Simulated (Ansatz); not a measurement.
A run on CH₅InO₂, SMILES `O[CH2][InH][OH]` with other settings.

```yaml
crystal:
  periodic: [false, false, false]
  atoms:
    - {symbol: O, position_ang: [0.932213, 1.390926, -0.422271]}
    - {symbol: C, position_ang: [0.052817, 1.139391, 0.641814]}
    - {symbol: In, position_ang: [-0.496954, -0.948973, 0.578436]}
    - {symbol: O, position_ang: [0.114427, -1.116949, -1.338526]}
    - {symbol: H, position_ang: [0.796306, 0.721106, -1.108901]}
    - {symbol: H, position_ang: [0.542105, 1.395570, 1.584556]}
    - {symbol: H, position_ang: [-0.863273, 1.742037, 0.572830]}
    - {symbol: H, position_ang: [-1.147453, -2.361577, 1.278095]}
    - {symbol: H, position_ang: [0.069811, -1.961530, -1.786033]}
basis:
  gaussian: {orbitals: def2-SVP, final_grid: {core_spheres: 8, valence_spheres: 7, degree: 23}, point_charges: [{charge: 0.50, position_ang: [5.259, -0.383, -0.831]}]}
hamiltonian: {xc: {name: r2SCAN}, dispersion: rvv10}
output: {forces: true}
```

```sh
$ ansatz run in.yaml --threads 4 --pin off --events-out ev --progress --plain --max-ram 10444MiB
```

Shortened log:

```
Functional definition: r2SCAN+rVV10
1050 factors; their error is unknown
mean field evaluation 1: about -10367.1378 eV, gradient 7.5e1 eV
mean field evaluation 2: about -10256.0495 eV, gradient 2.0e2 eV
mean field evaluation 4: about -10377.9241 eV, gradient 2.1e1 eV
mean field evaluation 8: about -10378.9236 eV, gradient 1.8e-1 eV
mean field evaluation 16: about -10378.8936 eV, gradient 1.3e-4 eV
mean field -10378.89356390 eV, -381.4173034067 hartree, gradient 3.5e-5 eV, S^2 0.000000; 0 other end points of the search recorded, 0 dependent functions left out
reference -10378.89357940 eV, -381.4173039762 hartree; 24, 24 occupied and 69, 69 virtual orbitals, 1050 factors
Total energy: -10378.89357940 eV, -381.4173039762 hartree
Atom 0 at     0.932213     1.390926    -0.422271 Å, force     0.343326     0.090321     0.110310 eV/Å
Atom 1 at     0.052817     1.139391     0.641814 Å, force     0.230625    -0.009065    -0.375407 eV/Å
Atom 2 at    -0.496954    -0.948973     0.578436 Å, force    -0.246022    -0.135982     0.285836 eV/Å
Atom 3 at     0.114427    -1.116949    -1.338526 Å, force     0.299307     0.433563    -0.023989 eV/Å
Atom 4 at     0.796306     0.721106    -1.108901 Å, force    -0.247945    -0.221012    -0.211903 eV/Å
Atom 5 at     0.542105     1.395570     1.584556 Å, force     0.095768     0.100230     0.358112 eV/Å
Atom 6 at    -0.863273     1.742037     0.572830 Å, force    -0.336106     0.149421     0.044553 eV/Å
Atom 7 at    -1.147453    -2.361577     1.278095 Å, force    -0.023739    -0.098000     0.025369 eV/Å
Atom 8 at     0.069811    -1.961530    -1.786033 Å, force    -0.075775    -0.345612    -0.203412 eV/Å
Dipole moment:    -0.415704    -0.437905     0.307076 e Å
```

Run time 2.4 s (4 threads of an Arm Neoverse V1 on a shared host); peak host memory 0.13 GiB.
